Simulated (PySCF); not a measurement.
## `CCN1C[C@H](F)C=N1`, C$_{5}$H$_{9}$FN$_{2}$

Geometry:
```json
{"atom": "C1", "x (Å)": "2.051", "y (Å)": "0.834", "z (Å)": "-0.171"}
{"atom": "C2", "x (Å)": "1.430", "y (Å)": "-0.153", "z (Å)": "0.819"}
{"atom": "N3", "x (Å)": "0.011", "y (Å)": "-0.324", "z (Å)": "0.660"}
{"atom": "C4", "x (Å)": "-0.566", "y (Å)": "-0.982", "z (Å)": "-0.515"}
{"atom": "C5", "x (Å)": "-1.985", "y (Å)": "-0.406", "z (Å)": "-0.576"}
{"atom": "F6", "x (Å)": "-2.241", "y (Å)": "0.192", "z (Å)": "-1.801"}
{"atom": "C7", "x (Å)": "-1.927", "y (Å)": "0.609", "z (Å)": "0.543"}
{"atom": "N8", "x (Å)": "-0.800", "y (Å)": "0.623", "z (Å)": "1.135"}
{"atom": "H9", "x (Å)": "3.102", "y (Å)": "0.978", "z (Å)": "0.064"}
{"atom": "H10", "x (Å)": "1.541", "y (Å)": "1.793", "z (Å)": "-0.105"}
{"atom": "H11", "x (Å)": "1.976", "y (Å)": "0.468", "z (Å)": "-1.192"}
{"atom": "H12", "x (Å)": "1.583", "y (Å)": "0.209", "z (Å)": "1.838"}
{"atom": "H13", "x (Å)": "1.898", "y (Å)": "-1.137", "z (Å)": "0.718"}
{"atom": "H14", "x (Å)": "-0.552", "y (Å)": "-2.065", "z (Å)": "-0.374"}
{"atom": "H15", "x (Å)": "-0.019", "y (Å)": "-0.730", "z (Å)": "-1.429"}
{"atom": "H16", "x (Å)": "-2.776", "y (Å)": "-1.153", "z (Å)": "-0.447"}
{"atom": "H17", "x (Å)": "-2.733", "y (Å)": "1.256", "z (Å)": "0.823"}
```

Level of theory: PySCF 2.14.0, GIAO PBE0/pcSseg-1 magnetisability, rotational g tensor and spin-rotation constants, non-relativistic, gas phase. Geometry: GFN2-xTB.

Q: Give the nuclear spin-rotation constants along the inertial axes (H = +C I·J) beside the isotropic shieldings.

A: Rotational constants 3.8872, 1.4213, 1.2781 GHz. A star marks the isotopologue with that one atom substituted, in its own axes.
```csv
atom,isotope,Caa (kHz),Cbb (kHz),Ccc (kHz),mean (kHz),σ (ppm)
N3,14N,0.470,0.093,0.116,0.226,115.4
F6,19F,2.396,0.927,1.089,1.471,348.7
N8,14N,1.019,0.263,0.211,0.497,-138.1
H9,1H,0.077,-0.164,-0.145,-0.077,31.0
H10,1H,-0.365,-0.142,-0.010,-0.172,30.7
H11,1H,-0.337,-0.001,-0.142,-0.160,30.5
H12,1H,-0.203,0.006,-0.131,-0.109,27.7
H13,1H,-0.333,-0.119,0.006,-0.149,28.5
H14,1H,-0.412,-0.148,0.060,-0.167,28.2
H15,1H,-0.392,0.038,-0.118,-0.157,28.2
H16,1H,-0.041,-0.127,-0.019,-0.062,25.6
H17,1H,-0.160,-0.038,-0.054,-0.084,25.2
C1,13C*,0.519,0.196,0.155,0.290,175.3
C2,13C*,0.599,0.287,0.259,0.382,138.4
C4,13C*,0.678,0.277,0.285,0.413,131.7
C5,13C*,1.088,0.342,0.346,0.592,87.1
C7,13C*,1.093,0.521,0.379,0.664,54.7
```
For the geometry as given, no vibrational averaging.

Q: How do the rotational constants and the g tensor change when H9, H10, H11, H12, H13, H14, H15, H16, H17 are replaced by deuterium?

A: Constants 3.2733, 1.2338, 1.1257 GHz; g -0.0337, -0.0077, -0.0075, against -0.0392, -0.0087, -0.0088 before.
